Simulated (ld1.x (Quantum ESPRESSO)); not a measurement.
**How hard is this iridium TM potential?**

ld1.x (Quantum ESPRESSO) 7.5 input, shortened:

```
&input
   title='Ir', zed=77., rel=1, dft='PBE', iswitch=3,
   config='[Xe] 4f14 5d7 6s2 6p0'
 /
 &inputp
   pseudotype=2, tm=.true., lloc=0,
   nlcc=.false.
 /
4
5P  2  1   6.00   0.00  1.90  1.90  0.0
5D  3  2   7.00   0.00  2.25  2.25  0.0
4F  4  3  14.00   0.00  1.00  1.00  0.0
5S  1  0   2.00   0.00  1.25  1.25  0.0
 &test
   configts(1)='4f14 5s2 5p6 5d7 6s2 6p0'
 /
```

Occupied shells without a wave of their own: 6s. They enter only through the test configuration that unscreens the potential.

The pseudo-atom Hamiltonian at the reference potential is diagonalised in spherical Bessel functions j_l(qr) that vanish at 20 bohr, with q² up to the cutoff. All-electron valence levels (Ry): 5p -4.0202, 6p -0.0894, 5d -0.5253, 4f -4.5710, 5s -7.2018, 6s -0.4653.

**Question.** How do the lowest levels (Ry) of each channel move with the cutoff, and are there ghosts?

**Answer.**

```json
{"cutoff (Ry)": "8", "p #1": "-2.8630", "p #2": "-0.0365", "p #3": "0.0664", "d #1": "-0.0317", "d #2": "0.0744", "f #1": "0.1137", "s #1": "-6.4016", "s #2": "-0.3998", "Σ f·Δε (mRy)": "77757.0"}
{"cutoff (Ry)": "15", "p #1": "-3.8561", "p #2": "-0.0804", "p #3": "0.0545", "d #1": "-0.3111", "d #2": "0.0669", "f #1": "0.1137", "s #1": "-6.4616", "s #2": "-0.4308", "Σ f·Δε (mRy)": "69660.3"}
{"cutoff (Ry)": "25", "p #1": "-4.0167", "p #2": "-0.0922", "p #3": "0.0523", "d #1": "-0.4989", "d #2": "0.0655", "f #1": "0.1137", "s #1": "-6.8408", "s #2": "-0.4514", "Σ f·Δε (mRy)": "66582.5"}
{"cutoff (Ry)": "35", "p #1": "-4.0189", "p #2": "-0.0925", "p #3": "0.0522", "d #1": "-0.5243", "d #2": "0.0653", "f #1": "0.1137", "s #1": "-7.1025", "s #2": "-0.4829", "Σ f·Δε (mRy)": "65805.5"}
{"cutoff (Ry)": "50", "p #1": "-4.0201", "p #2": "-0.0933", "p #3": "0.0521", "d #1": "-0.5252", "d #2": "0.0653", "f #1": "0.1137", "s #1": "-7.1602", "s #2": "-0.4976", "Σ f·Δε (mRy)": "65646.9"}
{"cutoff (Ry)": "70", "p #1": "-4.0202", "p #2": "-0.0937", "p #3": "0.0520", "d #1": "-0.5253", "d #2": "0.0653", "f #1": "0.1137", "s #1": "-7.1746", "s #2": "-0.4982", "Σ f·Δε (mRy)": "65615.4"}
{"cutoff (Ry)": "100", "p #1": "-4.0202", "p #2": "-0.0938", "p #3": "0.0520", "d #1": "-0.5253", "d #2": "0.0653", "f #1": "0.1137", "s #1": "-7.1988", "s #2": "-0.5004", "Σ f·Δε (mRy)": "65562.6"}
{"cutoff (Ry)": "140", "p #1": "-4.0202", "p #2": "-0.0938", "p #3": "0.0520", "d #1": "-0.5253", "d #2": "0.0653", "f #1": "0.1137", "s #1": "-7.2005", "s #2": "-0.5009", "Σ f·Δε (mRy)": "65558.2"}
{"cutoff (Ry)": "180", "p #1": "-4.0202", "p #2": "-0.0938", "p #3": "0.0520", "d #1": "-0.5253", "d #2": "0.0653", "f #1": "-0.8690", "s #1": "-7.2017", "s #2": "-0.5010", "Σ f·Δε (mRy)": "51797.4"}
{"cutoff (Ry)": "260", "p #1": "-4.0202", "p #2": "-0.0938", "p #3": "0.0520", "d #1": "-0.5253", "d #2": "0.0653", "f #1": "-4.1868", "s #1": "-7.2018", "s #2": "-0.5010", "Σ f·Δε (mRy)": "5348.3"}
{"cutoff (Ry)": "400", "p #1": "-4.0202", "p #2": "-0.0938", "p #3": "0.0520", "d #1": "-0.5253", "d #2": "0.0653", "f #1": "-4.5688", "s #1": "-7.2018", "s #2": "-0.5010", "Σ f·Δε (mRy)": "0.0"}
```

Result: no extra level below or beside the all-electron valence levels (p, d, f, s tested); 10 mRy is reached at over 300 Ry and 1 mRy at over 300 Ry.

The potential misses its own reference levels by up to 0.5 eV. Its largest configuration-test error is -1955 meV.
